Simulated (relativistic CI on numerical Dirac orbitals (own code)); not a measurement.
Radial parameters of Yb29+

Computed by Dirac-Coulomb-Breit CI, KLI orbitals optimised for each configuration, QED by a radiative potential, unscaled Slater integrals (own radial code, finite nucleus).

Slater integrals F^k, G^k are unscaled and averaged over j, outside the closed core [Ar] 3d10; ζ comes from projecting the Hamiltonian with its Breit term on Σ l·s of the shell.

- 4s2.4p6.4d5: F^2(4d,4d) = 213050, F^4(4d,4d) = 144920, ζ(4d) = 41439 cm⁻¹; <r>(4d) = 0.4726, <r^2>(4d) = 0.2553 (bohr units).
- 4s2.4p5.4d6: ζ(4p) = 339640, F^2(4d,4d) = 213000, F^4(4d,4d) = 144880, F^2(4p,4d) = 215300, G^1(4p,4d) = 268610, G^3(4p,4d) = 171610, ζ(4d) = 41275 cm⁻¹; <r>(4p) = 0.4662, <r^2>(4p) = 0.2459, <r>(4d) = 0.4727, <r^2>(4d) = 0.2554 (bohr units).
- 4s2.4p6.4d4.4f: F^2(4d,4d) = 212930, F^4(4d,4d) = 144830, ζ(4d) = 41408, F^2(4d,4f) = 213180, F^4(4d,4f) = 139180, G^1(4d,4f) = 224470, G^3(4d,4f) = 153520, G^5(4d,4f) = 112450, ζ(4f) = 6515.4 cm⁻¹; <r>(4d) = 0.473, <r^2>(4d) = 0.2556, <r>(4f) = 0.4521, <r^2>(4f) = 0.2326 (bohr units).

Question: Give the Racah parameters of the d shell in 4s2.4p6.4d5.

Answer: B = F²/49 − 5F⁴/441 = 2705 cm⁻¹ and C = 35F⁴/441 = 11502 cm⁻¹.

Averages of the first 9 configurations, taken without configuration mixing, which lowers the lowest level and can move excited configurations by several eV; other configurations of the list can lie among them:

| Configuration | Parity | States | Average energy above the lowest level (eV) |
| --- | --- | --- | --- |
| 4s2.4p6.4d5 | even | 252 | 29.5 |
| 4s2.4p5.4d6 | odd | 1260 | 211.8 |
| 4s2.4p6.4d4.4f | odd | 2940 | 214.0 |
| 4s.4p6.4d5.4f | odd | 7056 | 534.9 |
| 4p6.4d7 | even | 120 | 679.4 |
| 4p5.4d8 | odd | 270 | 858.7 |
| 4s2.4p6.4d3.5s2 | even | 120 | 735.7 |
| 4s2.4p6.4d2.4f.5s2 | odd | 630 | 920.2 |
| 4s.4p6.4d3.4f.5s2 | odd | 3360 | 1241.9 |
